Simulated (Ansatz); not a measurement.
A nudged elastic band was laid between two geometries of ClF3Hf + H (6 atoms, charge 0, multiplicity 2).

All numbers below come from UKS PBE0-D4/def2-SVP (Ansatz).

```
movable images  : 5
climbing image  : yes
spring          : 5.0 eV/Å²
optimiser       : quadratic models (default)
start path      : through a guess of the saddle point
force threshold : 0.05 eV/Å
iteration limit : 60
end points      : relaxed
```

First end point:

```xyz
6
Properties=species:S:1:pos:R:3
Hf 0.001 0.000 -0.157
Cl 0.001 0.000 2.190
F 1.783 0.000 -0.809
F -0.891 1.544 -0.809
F -0.891 -1.544 -0.809
H -0.001 0.000 5.628
```

Last end point:

```xyz
6
Properties=species:S:1:pos:R:3
Hf -0.081 0.000 -0.379
Cl 0.760 -0.006 2.973
F 1.826 0.000 -0.493
F -1.032 1.642 -0.146
F -1.032 -1.644 -0.165
H -0.439 0.007 3.441
```

Question: Which bonds break or form, and what moves?

Answer: Bonds broken: Hf1–Cl2. Bonds formed: Cl2–H6. ClF3Hf + H becomes ClF3HHf.

Question: Give the energies along the band, and the barrier.

Answer: The forces met the threshold. The highest image is number 3 of 0 to 6, 83.5 kJ/mol above the first end and 29.9 kJ/mol above the last; the last end lies 53.6 kJ/mol above the first. A structure lower than the last end lies on the path between it and the top, so the climb from that side starts below the end, which may itself be a saddle point or a shallow side well. A vibrational analysis at the climbing image gives one clearly imaginary mode, 491i cm⁻¹: a first-order saddle point.

| image | path coordinate (Å) | energy (kJ/mol) | Hf1–Cl2 (Å) | Cl2–H6 (Å) |
| --- | --- | --- | --- | --- |
| 0 | 0.00 | 0.0 | 2.35 | 3.44 |
| 1 | 1.26 | -0.1 | 2.35 | 3.51 |
| 2 | 2.51 | -0.1 | 2.35 | 3.18 |
| 3 | 3.77 | 83.5 | 2.52 | 1.50 |
| 4 | 4.56 | 51.4 | 3.29 | 1.29 |
| 5 | 5.37 | 53.0 | 3.48 | 1.29 |
| 6 | 6.17 | 53.6 | 3.46 | 1.29 |

Question: What is the geometry of the highest image?

Answer: 
```xyz
6
Properties=species:S:1:pos:R:3
Hf 0.180 -0.001 0.081
Cl 0.335 -0.004 2.598
F 1.681 0.000 -1.092
F -0.766 1.653 -0.037
F -0.771 -1.651 -0.043
H -0.656 0.002 3.725
```

The run took 3.1 min on 4 threads of Arm Neoverse V2, with other jobs on the host, peak memory 0.3 GiB.
